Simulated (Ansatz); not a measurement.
Ansatz (a first-principles code) input (CCSD(T)/6-311G**): A basis named .json is the Basis Set Exchange file of that set (core-valence sets with the plain set on hydrogen).

Ansatz 0.2 input:
```yaml
crystal:
  periodic: [false, false, false]
  atoms:
    - {symbol: O, position_ang: [0.00000000, 0.00000000, 0.00000000]}
basis:
  gaussian:
    orbitals: 6-311G__.json
magnetization: {spin_polarized: true, initial_magnetization: 2}
correlation: {method: ccsd_t, electrons: outside_noble_gas}
scf: {lower_state_search: full}
```

Output:

```
Functional definition: HF
integrals: 0.00 GiB planned
86 factors; integrals over basis functions are off by at most 1.5e-4 eV
mean field: 0.04 GiB planned
mean field evaluation 1: about -2035.3263 eV, gradient 7.6e0 eV
mean field evaluation 2: about -2035.3266 eV, gradient 7.6e0 eV
mean field evaluation 4: about -2035.5496 eV, gradient 7.1e-1 eV
mean field evaluation 8: about -2035.5535 eV, gradient 6.2e-4 eV
mean field evaluation 16: about -2035.5535 eV, gradient 4.7e-2 eV
mean field evaluation 32: about -2035.5535 eV, gradient 3.5e-3 eV
mean field evaluation 64: about -2035.5535 eV, gradient 7.0e-7 eV
mean field -2035.55350042 eV, -74.8052113929 hartree, gradient 7.0e-7 eV, S^2 2.005373; 6 other end points of the search recorded, 0 dependent functions left out
1 core orbitals not correlated
reference -2035.55350042 eV, -74.8052113929 hartree; 4, 2 occupied and 13, 15 virtual orbitals, 86 factors
second order -3.07308429 eV of doubles, -0.00000000 eV of singles
coupled cluster: 0.04 GiB planned
cycle   1  -3.38936511 eV  change   -3.2e-1 eV  update   2.3e-2
cycle   2  -3.46644348 eV  change   -7.7e-2 eV  update   7.6e-3
cycle   3  -3.46981912 eV  change   -3.4e-3 eV  update   2.3e-3
cycle   4  -3.47027361 eV  change   -4.5e-4 eV  update   6.9e-4
cycle   5  -3.47030918 eV  change   -3.6e-5 eV  update   1.2e-4
cycle   6  -3.47033444 eV  change   -2.5e-5 eV  update   1.8e-5
cycle   7  -3.47032748 eV  change    7.0e-6 eV  update   2.9e-6
perturbative correction -0.03410427 eV, -0.0012533088 hartree
Total energy: -2039.05793218 eV, -74.9339968844 hartree
```
